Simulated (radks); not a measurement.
Values are calculated unless marked as measured or tabulated.
Coulomb parameter of the 3d shell of neutral chromium in the model configuration [Ar] 3d3.5 4s1 4p1.5, as a second difference U = [E(n + 0.5) + E(n - 0.5) - 2 E(n)] / (0.5)^2 with all orbitals relaxed. "Bare": the charge of the atom changes with n. "Screened": the 4p shell takes up the change at fixed total charge, which measures U(3d,3d) + U(4p,4p) - 2 U(3d,4p). Level of theory: scalar-relativistic Kohn-Sham, LDA (Slater exchange, Perdew-Wang correlation), spin-unpolarised, spherical densities, finite nucleus; Fermi nuclear charge, rms radius 3.6452 fm (a radial shooting solver on a logarithmic mesh with Libxc functionals).

| case | configuration | E - E(n) (eV) |
|---|---|---|
| start | [Ar] 3d3.5 4s1 4p1.5 | 0.000 |
| bare +0.5 | [Ar] 3d4 4s1 4p1.5 | -3.861 |
| bare -0.5 | [Ar] 3d3 4s1 4p1.5 | 6.717 |
| screened +0.5 | [Ar] 3d4 4s1 4p1 | -3.261 |
| screened -0.5 | [Ar] 3d3 4s1 4p2 | 4.426 |

U(bare) = 11.423 eV, U(screened by 4p) = 4.661 eV, against the Slater integral F0(3d,3d) = 20.717 eV with frozen orbitals. The step up makes a negative ion, whose loosely bound charge lowers the bare value.
